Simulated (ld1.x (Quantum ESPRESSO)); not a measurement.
# Building the RRKJ potential for carbon (C) (PBE, non-relativistic).

The input file (ld1.x (Quantum ESPRESSO) 7.5):

```
&input
   title='C', zed=6., rel=0, dft='PBE', iswitch=3,
   config='[He] 2s2 2p2 3d-2',
   nld=3, rlderiv=1.95, eminld=-3.0, emaxld=5.0, deld=0.02
 /
 &inputp
   pseudotype=2, tm=.false., lloc=0,
   nlcc=.true., rcore=0.85,
   file_pseudopw='C.UPF', file_wfcaegen='ae.wfc', file_wfcncgen='nc.wfc', file_beta='beta', file_chi='chi'
 /
3
2P  2  1   2.00   0.00  1.80  1.80  0.0
3D  3  2  -2.00   0.05  1.40  1.40  0.0
2S  1  0   2.00   0.00  1.25  1.25  0.0
 &test
   configts(1)='2s2 2p2'
 /
```

Command:

```bash
ld1.x < C.in > C.out
```

Output (shortened: banner, matrices, multipoles, cross overlaps and the repeated all-electron block are left out):

```
Program LD1 v.7.5
     --------------------------- All-electron run ----------------------------

     C

     atomic number is  6.00
     dft =PBE   lsd =0 sic =0 latt =0  beta=0.20 tr2=1.0E-14
     Exchange-correlation= PBE
                           (   1   4   3   4   0   0   0)
     mesh =1073 r(mesh) = 100.30751 a.u. xmin = -7.00 dx = 0.01250
     1 Ry =  13.60569312 eV

     n l     nl                  e(Ry)          e(Ha)          e(eV)
     1 0     1S 1( 2.00)       -20.0841       -10.0421      -273.2582
     2 0     2S 1( 2.00)        -1.0098        -0.5049       -13.7391
     2 1     2P 1( 2.00)        -0.3887        -0.1944        -5.2888

     final scf error:  9.1E-15 reached in  35 iterations

     Etot =     -75.496848 Ry,     -37.748424 Ha,   -1027.186944 eV

     Ekin =      75.233286 Ry,      37.616643 Ha,    1023.600998 eV
     Encl =    -175.955993 Ry,     -87.977997 Ha,   -2394.003250 eV
     Eh   =      35.376254 Ry,      17.688127 Ha,     481.318457 eV
     Exc  =     -10.150394 Ry,      -5.075197 Ha,    -138.103149 eV

     normalization and overlap integrals

     s(1S/1S) =  1.000000  <r> =   0.2708  <r2> =    0.0994  r(max) =   0.1730
     s(2S/2S) =  1.000000  <r> =   1.5723  <r2> =    2.9943  r(max) =   1.2162
     s(2P/2P) =  1.000000  <r> =   1.7997  <r2> =    4.2578  r(max) =   1.2011

     ------------------------ End of All-electron run ------------------------

     --------------------- Generating NC pseudopotential ---------------------

      Generating local pot.: lloc=0, matching radius rcloc =   1.2500

      Computing core charge for nlcc:

       r > 0.86 : true rho core
       r < 0.86 : rho core = a sin(br)/r    a=   0.30  b=   3.25

      Integrated core pseudo-charge :   0.10

      Wfc   2P  rcut= 1.792  Estimated cut-off energy=       54.85 Ry
      This function has    0 nodes for 0 < r <    1.792

      Wfc   3D  rcut= 1.395  Estimated cut-off energy=      113.45 Ry
      This function has    0 nodes for 0 < r <    1.395

     ------------------- End of pseudopotential generation -------------------

     Computing logarithmic derivative in   1.94354
     Computing logarithmic derivative in   1.94354
     Computing the partial wave expansion
       no projector for channel:   0
     R is outside the sphere for l=    1 j= 0.00
     R is outside the sphere for l=    2 j= 0.00

     ---------------------- Testing the pseudopotential ----------------------

     C

     atomic number is  6.00   valence charge is  4.00
     dft =PBE   lsd =0 sic =0 latt =0  beta=0.20 tr2=1.0E-14
     mesh =1073 r(mesh) = 100.30751 xmin = -7.00 dx = 0.01250

     n l     nl             e AE (Ry)        e PS (Ry)    De AE-PS (Ry)
     1 0     2S   1( 2.00)       -1.00980       -1.00980        0.00000
     2 1     2P   1( 2.00)       -0.38872       -0.38872        0.00000

     eps = 1.8E-15  iter = 16

     Etot =     -75.496848 Ry,     -37.748424 Ha,   -1027.186944 eV
     Etotps =   -10.781042 Ry,      -5.390521 Ha,    -146.683545 eV

     Ekin =       6.100305 Ry,       3.050153 Ha,      82.998880 eV
     Encl =     -20.796993 Ry,     -10.398496 Ha,    -282.957502 eV
     Ehrt =       8.717632 Ry,       4.358816 Ha,     118.609424 eV
     Ecxc =      -2.941310 Ry,      -1.470655 Ha,     -40.018556 eV
     (Ecc =      -0.059801 Ry,      -0.029900 Ha,      -0.813628 eV)
     Epseu=      -1.860676 Ry,      -0.930338 Ha,     -25.315791 eV

     ---------------------- End of pseudopotential test ----------------------
```

Generation and configuration tests took about 0.81 s on one core of a shared server CPU.

Transferability test of the new file with ld1.x, input:

```
&input
   title='C', zed=6., rel=0, dft='PBE', iswitch=2,
   config='[He] 2s2 2p2 3d-2'
 /
 &test
   file_pseudo='C.UPF', nconf=8,
   configts(1)='2s2 2p2',
   configts(2)='2s2 2p1',
   configts(3)='2s2 2p0',
   configts(4)='2s1 2p0',
   configts(5)='2s1 2p2',
   configts(6)='2s1 2p3',
   configts(7)='2s0 2p4',
   configts(8)='2s2 2p1.5'
 /
```

```bash
ld1.x < C.test.in > C.test.out
```

Pseudopotential blocks of its output, shortened (energy terms left out):

```
     ---------------------- Testing the pseudopotential ----------------------

     n l     nl             e AE (Ry)        e PS (Ry)    De AE-PS (Ry)
     1 0     2S   1( 2.00)       -1.00980       -1.00980        0.00000
     2 1     2P   1( 2.00)       -0.38872       -0.38872        0.00000

     eps = 4.3E-15  iter = 21

     Etot =     -75.496848 Ry,     -37.748424 Ha,   -1027.186944 eV
     Etotps =   -10.781042 Ry,      -5.390521 Ha,    -146.683546 eV

     ---------------------- End of pseudopotential test ----------------------

          ---------------------- Testing the pseudopotential ----------------------

     n l     nl             e AE (Ry)        e PS (Ry)    De AE-PS (Ry)
     1 0     2S   1( 2.00)       -1.89219       -1.89096       -0.00123
     2 1     2P   1( 1.00)       -1.25009       -1.24482       -0.00527  !

     eps = 1.5E-15  iter = 10

     Etot =     -74.698268 Ry,     -37.349134 Ha,   -1016.321708 eV
     Etotps =    -9.984141 Ry,      -4.992071 Ha,    -135.841162 eV
     dEtot_ae =       0.798580 Ry
     dEtot_ps =       0.796901 Ry,   Delta E=       0.001680 Ry

     ---------------------- End of pseudopotential test ----------------------

          ---------------------- Testing the pseudopotential ----------------------

     n l     nl             e AE (Ry)        e PS (Ry)    De AE-PS (Ry)
     1 0     2S   1( 2.00)       -2.96647       -2.95209       -0.01438  !
     2 1     2P   1( 0.00)       -2.33488       -2.30249       -0.03238  !

     eps = 7.9E-17  iter =  9

     Etot =     -72.922568 Ry,     -36.461284 Ha,    -992.162081 eV
     Etotps =    -8.224406 Ry,      -4.112203 Ha,    -111.898743 eV
     dEtot_ae =       2.574280 Ry
     dEtot_ps =       2.556636 Ry,   Delta E=       0.017644 Ry

     ---------------------- End of pseudopotential test ----------------------

          ---------------------- Testing the pseudopotential ----------------------

     n l     nl             e AE (Ry)        e PS (Ry)    De AE-PS (Ry)
     1 0     2S   1( 1.00)       -4.12179       -4.09851       -0.02328  !
     2 1     2P   1( 0.00)       -3.53530       -3.46592       -0.06937  !

     eps = 1.7E-15  iter =  9

     Etot =     -69.381938 Ry,     -34.690969 Ha,    -943.989360 eV
     Etotps =    -4.702013 Ry,      -2.351007 Ha,     -63.974148 eV
     dEtot_ae =       6.114910 Ry
     dEtot_ps =       6.079029 Ry,   Delta E=       0.035881 Ry

     ---------------------- End of pseudopotential test ----------------------

          ---------------------- Testing the pseudopotential ----------------------

     n l     nl             e AE (Ry)        e PS (Ry)    De AE-PS (Ry)
     1 0     2S   1( 1.00)       -1.89887       -1.90296        0.00409
     2 1     2P   1( 2.00)       -1.25677       -1.25840        0.00163

     eps = 9.6E-15  iter = 21

     Etot =     -74.056137 Ry,     -37.028068 Ha,   -1007.585071 eV
     Etotps =    -9.338738 Ry,      -4.669369 Ha,    -127.060007 eV
     dEtot_ae =       1.440711 Ry
     dEtot_ps =       1.442304 Ry,   Delta E=      -0.001592 Ry

     ---------------------- End of pseudopotential test ----------------------

          ---------------------- Testing the pseudopotential ----------------------

     n l     nl             e AE (Ry)        e PS (Ry)    De AE-PS (Ry)
     1 0     2S   1( 1.00)       -1.04274       -1.04334        0.00060
     2 1     2P   1( 3.00)       -0.41995       -0.42117        0.00123

     eps = 3.0E-15  iter = 11

     Etot =     -74.874839 Ry,     -37.437420 Ha,   -1018.724087 eV
     Etotps =   -10.159328 Ry,      -5.079664 Ha,    -138.224695 eV
     dEtot_ae =       0.622008 Ry
     dEtot_ps =       0.621714 Ry,   Delta E=       0.000294 Ry

     ---------------------- End of pseudopotential test ----------------------

          ---------------------- Testing the pseudopotential ----------------------

     n l     nl             e AE (Ry)        e PS (Ry)    De AE-PS (Ry)
     1 0     2S   1( 0.00)       -1.07169       -1.07213        0.00044
     2 1     2P   1( 4.00)       -0.44774       -0.44970        0.00196

     eps = 2.1E-15  iter = 19

     Etot =     -74.251418 Ry,     -37.125709 Ha,   -1010.242003 eV
     Etotps =    -9.536977 Ry,      -4.768489 Ha,    -129.757186 eV
     dEtot_ae =       1.245430 Ry
     dEtot_ps =       1.244064 Ry,   Delta E=       0.001366 Ry

     ---------------------- End of pseudopotential test ----------------------

          ---------------------- Testing the pseudopotential ----------------------

     n l     nl             e AE (Ry)        e PS (Ry)    De AE-PS (Ry)
     1 0     2S   1( 2.00)       -1.42320       -1.42325        0.00005
     2 1     2P   1( 1.50)       -0.78821       -0.78700       -0.00121

     eps = 1.4E-15  iter =  9

     Etot =     -75.205420 Ry,     -37.602710 Ha,   -1023.221861 eV
     Etotps =   -10.489836 Ry,      -5.244918 Ha,    -142.721490 eV
     dEtot_ae =       0.291428 Ry
     dEtot_ps =       0.291206 Ry,   Delta E=       0.000223 Ry

     ---------------------- End of pseudopotential test ----------------------
```
